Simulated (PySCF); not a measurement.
A geometry optimisation on `BrBr` (Br2).

Method: PBE/def2-TZVP geometry optimisation, gas phase (PySCF 2.14.0). Start geometry: GFN2-xTB. A driver script takes a list of jobs; this job's settings line and coordinates (Å) are shown.

Input:
```
{"job": {"xc": "PBE", "basis": "def2-TZVP", "grid": 1, "kind": "geom"}, "charge": 0, "multiplicity": 1}
Br     1.142070    -0.003008    -0.002702
Br    -1.139313     0.004276    -0.011446
```

Output:
```
step   0  E = -5147.53253541  max force = 0.009186
step   1  E = -5147.53272354  max force = 0.003688
step   2  E = -5147.53277982  max force = 0.000279
step   3  E = -5147.53278081  max force = 0.000035
optimisation converged
```

Energies in Eh; «max force» is the largest Cartesian gradient component in Eh/bohr.

**Question.** Give the first gradient maximum in eV/Å.

**Answer.** With 1 Eh/bohr = 51.422 eV/Å, 0.472 eV/Å.

**Question.** How much energy does the optimisation release, in kJ/mol?

**Answer.** E(step 0) − E(last step) = 0.000245 Eh, which is 0.6 kJ/mol.

In short: final energy -5147.53278 Eh after 3 steps; dipole 0.00 D.

**Question.** How long does this job take on an Arm Neoverse N1 with one thread, on a shared host? And the peak memory of the process?

**Answer.** About 18 s, with 0.50 GiB resident at the peak, the Python interpreter and its libraries included.
Labels such as C1 count atoms from 1, the log's own numbers from 0.
